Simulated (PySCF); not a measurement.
A PySCF script (with the pyscf-properties extension) for the NMR shieldings of SMILES C=C[Si@@H]1CCSC1, C5H10SSi, on a GFN2-xTB geometry:

```python
import basis_set_exchange as bse
import numpy as np
from pyscf import gto, dft
from pyscf.prop import nmr

atoms = """
C     2.972285    0.373672    0.783170
C     1.764291   -0.162721    0.846157
Si    0.405912    0.138213   -0.415971
C    -1.110750    1.004963    0.358802
C    -2.340347    0.316937   -0.211106
S    -2.101586   -1.488668   -0.152324
C    -0.448151   -1.500466   -0.920512
H     3.733436    0.183748    1.524345
H     3.254967    1.032314   -0.021193
H     1.536237   -0.818147    1.679355
H     0.865724    0.843467   -1.620595
H    -1.156650    2.073855    0.152694
H    -1.105500    0.884831    1.443384
H    -3.246815    0.527603    0.355268
H    -2.500882    0.594634   -1.254278
H    -0.580412   -1.596489   -1.997254
H     0.051244   -2.395715   -0.559853
"""
names = dict.fromkeys(["C", "Si", "S", "H"], "pcSseg-1")
basis = {el: gto.basis.parse(bse.get_basis(n, elements=[el], fmt="nwchem")) for el, n in names.items()}
mol = gto.M(atom=atoms, basis=basis, charge=0, verbose=0)
mf = dft.RKS(mol, xc="PBE0")
mf.grids.level = 2
mf.grids.alignment = dft.numint.BLKSIZE   # the property module wants whole blocks of grid points
mf.conv_tol = 1e-9
mf.kernel()

calc = nmr.RKS(mf)   # GIAO
C = mf.mo_coeff
Co = C[:, mf.mo_occ > 0]
resp = mf.gen_response(singlet=True, hermi=2)
def vind(x):   # induced exchange potential for any number of trial vectors
    d = np.einsum("pi,xij,qj->xpq", C, 2 * x.reshape(-1, C.shape[1], Co.shape[1]), Co, optimize=True)
    return np.einsum("xpq,pi,qj->xij", resp(d - d.transpose(0, 2, 1)), C, Co, optimize=True).ravel()
mo1, _ = nmr.rhf.solve_mo1(calc, with_cphf=vind)
sigma = calc.kernel(mo1)
for i, s in enumerate(sigma):   # ppm
    w = np.linalg.eigvalsh((s + s.T) / 2)
    print("%2d %-2s iso %8.1f  s11 %8.1f  s22 %8.1f  s33 %8.1f" % (i, mol.atom_pure_symbol(i), w.mean(), *w))
```

Q: What does it print?

A: 
```
 0 C  iso     43.5  s11    -83.2  s22     49.9  s33    163.7
 1 C  iso     44.5  s11    -75.4  s22     36.1  s33    172.8
 2 Si iso    347.1  s11    289.3  s22    361.4  s33    390.6
 3 C  iso    165.5  s11    146.1  s22    161.9  s33    188.5
 4 C  iso    147.2  s11    113.8  s22    158.0  s33    169.7
 5 S  iso    482.1  s11    274.2  s22    464.9  s33    707.0
 6 C  iso    169.6  s11    149.5  s22    169.3  s33    190.1
 7 H  iso     25.3  s11     21.8  s22     24.6  s33     29.5
 8 H  iso     25.5  s11     21.3  s22     24.7  s33     30.4
 9 H  iso     25.3  s11     22.1  s22     24.6  s33     29.2
10 H  iso     27.0  s11     24.0  s22     24.5  s33     32.6
11 H  iso     30.3  s11     25.1  s22     27.8  s33     38.1
12 H  iso     30.7  s11     26.3  s22     28.5  s33     37.3
13 H  iso     28.9  s11     22.8  s22     26.6  s33     37.2
14 H  iso     29.2  s11     23.0  s22     27.8  s33     36.7
15 H  iso     29.5  s11     22.7  s22     27.5  s33     38.3
16 H  iso     30.0  s11     25.2  s22     27.2  s33     37.5
```

These numbers come from an equivalent density-fitted implementation of the same equations, which agrees with the script to about 0.01 ppm for H and up to a few tenths of a ppm for heavy atoms, so last digits may differ.

Q: Turn these shieldings into chemical shifts. Referencing at the same level of theory: 13C (σ = 186.93 ppm) and 29Si (σ = 349.16 ppm) and 1H (σ = 31.72 ppm) against TMS; 33S (σ = 503.73 ppm) vs CS2.

A: Averaging equivalent atoms: C 0: 143.4; C 1: 142.4; C 4: 39.8; C 3: 21.4; C 6: 17.3; Si 2: 2.1; S 5: 22; H 9: 6.44; H 7: 6.41; H 8: 6.24; H 10: 4.68; H 13: 2.83; H 14: 2.55; H 15: 2.20; H 16: 1.74; H 11: 1.40; H 12: 1.03 ppm. 

Size and cost of the density-fitted run: 183 basis functions, 54 s wall time on 1 thread of an Arm Neoverse N1, shared host; peak memory 0.83 GiB.
